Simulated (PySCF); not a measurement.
Species: C₄H₆ClF₃Si.
Atom-mapped SMILES: `[F:1][CH:2]([F:3])[Si@@H:4]1[CH2:5][C@@H:6]1[C@H:7]([F:8])[Cl:9]` (hydrogens: H10 on C2; H11 on Si4; H12, H13 on C5; H14 on C6; H15 on C7)

Structure optimised with GFN2-xTB, isolated species.

Question: List the bond lengths, angles and torsions at this level.

Answer: 
```json
{"bond": "F1–C2", "length (bohr)": "2.572", "order": "single"}
{"bond": "C2–F3", "length (bohr)": "2.573", "order": "single"}
{"bond": "C2–Si4", "length (bohr)": "3.655", "order": "single"}
{"bond": "Si4–C5", "length (bohr)": "3.552", "order": "single"}
{"bond": "C5–C6", "length (bohr)": "2.919", "order": "single"}
{"bond": "C6–C7", "length (bohr)": "2.821", "order": "single"}
{"bond": "C7–F8", "length (bohr)": "2.582", "order": "single"}
{"bond": "C7–Cl9", "length (bohr)": "3.397", "order": "single"}
{"bond": "Si4–C6", "length (bohr)": "3.585", "order": "single"}
{"bond": "C2–H10", "length (bohr)": "2.077", "order": "single"}
{"bond": "Si4–H11", "length (bohr)": "2.734", "order": "single"}
{"bond": "C5–H12", "length (bohr)": "2.046", "order": "single"}
{"bond": "C5–H13", "length (bohr)": "2.041", "order": "single"}
{"bond": "C6–H14", "length (bohr)": "2.047", "order": "single"}
{"bond": "C7–H15", "length (bohr)": "2.069", "order": "single"}
```

Orders are formal, as drawn. A selection of angles:
```json
{"angle": "F1–C2–F3", "degrees": "106.4"}
{"angle": "F1–C2–Si4", "degrees": "110.1"}
{"angle": "F3–C2–Si4", "degrees": "110.3"}
{"angle": "C2–Si4–C5", "degrees": "115.5"}
{"angle": "C2–Si4–C6", "degrees": "113.8"}
{"angle": "C5–Si4–C6", "degrees": "48.3"}
{"angle": "Si4–C5–C6", "degrees": "66.4"}
{"angle": "C5–C6–C7", "degrees": "117.1"}
{"angle": "Si4–C6–C5", "degrees": "65.3"}
{"angle": "Si4–C6–C7", "degrees": "121.6"}
{"angle": "C6–C7–F8", "degrees": "110.9"}
{"angle": "C6–C7–Cl9", "degrees": "111.1"}
{"angle": "F8–C7–Cl9", "degrees": "107.2"}
```

Dihedral angles: F1–C2–Si4–C5 -115° (anticlinal); C2–Si4–C5–C6 -100° (anticlinal); Si4–C5–C6–C7 114° (anticlinal); C5–C6–C7–F8 -156° (antiperiplanar); C2–Si4–C6–C5 104° (anticlinal).

Of the pairs four or more bonds apart, F3···H15 is among the closest relative to their van der Waals radii: 2.58 Å, 97 % of the sum of Bondi's values. The 3-membered ring Si4–C5–C6 has internal angles of 48.3° to 66.4°. Si4 (SiH silicon) has angles from 48.3° to 127.4°. The 2 C–C bonds span 1.493 Å (C6–C7, drawn single) to 1.545 Å (C5–C6, drawn single), a spread of 0.052 Å. The 3 C–Si bonds span 1.880 Å (Si4–C5, drawn single) to 1.934 Å (C2–Si4, drawn single), a spread of 0.054 Å.

Point group: C1 (no symmetry element, even within 0.4 Å). No GFN2-xTB frequencies stand behind this structure, so it isn't proved a minimum. The numbers are those of one conformer.

These are computed values.
